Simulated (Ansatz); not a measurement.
Born–Oppenheimer molecular dynamics of AlClH6N2 (10 atoms, charge 0, multiplicity 1). It starts at the highest image of a converged band. Of that band: The profile has 2 maxima (images 3, 6) with wells between them (image 5): this band takes more than one step, which may be the mechanism or a detour left from its start path. Neighbouring images differ by up to 1.7 eV, so the band resolves the path poorly. A vibrational analysis at the climbing image gives one clearly imaginary mode, 625i cm⁻¹: a first-order saddle point.

Level of theory: RKS B3LYP-D4/6-31G* in Ansatz.

```yaml
ensemble: NVE (velocity Verlet)
time_step: 0.5 fs
steps_asked: 200
starting_velocities_drawn_for: 300 K
seed: 7947
```

First frame:

```xyz
10
Properties=species:S:1:pos:R:3
Al -0.001 0.161 -0.090
H -0.175 -0.002 1.560
N 1.593 0.123 -0.868
H 1.883 -0.583 -1.531
H 2.358 0.746 -0.647
N -1.522 -0.249 -0.906
H -2.379 -0.490 -0.425
H -1.697 -0.095 -1.891
Cl 0.153 2.538 1.029
H -0.054 1.232 1.607
```

Problem. How far do the bonds stretch over the last three quarters of this one trajectory? (Pairs bonded in most of those frames.)

Solution. 
```csv
bond,mean (Å),spread (Å),shortest,longest
Al1–H2,1.590,0.019,1.56,1.63
Al1–N3,1.789,0.005,1.78,1.80
Al1–N6,1.795,0.014,1.78,1.82
N3–H4,1.013,0.012,0.99,1.03
N3–H5,1.013,0.008,1.00,1.03
N6–H7,1.015,0.019,0.99,1.05
N6–H8,1.015,0.011,0.99,1.04
Cl9–H10,1.296,0.027,1.26,1.34
```

Pairs bonded in part of these frames only: Al1–Cl9 27 %.

Mean temperature of the second half: 371 K. The conserved energy stayed within 0.13 meV per atom of its start (net change 0.072 meV per atom), so the integration is sound. A run of 0.1 ps of so small a system gives no equilibrium averages. The orbitals stay closed-shell, which can raise the energy where a bond breaks towards radicals; this wasn't checked here.

The run took 4.9 min on 1 thread of AMD EPYC 9R45 96-Core Processor (Zen 5), with other jobs on the host, peak memory 0.18 GiB.
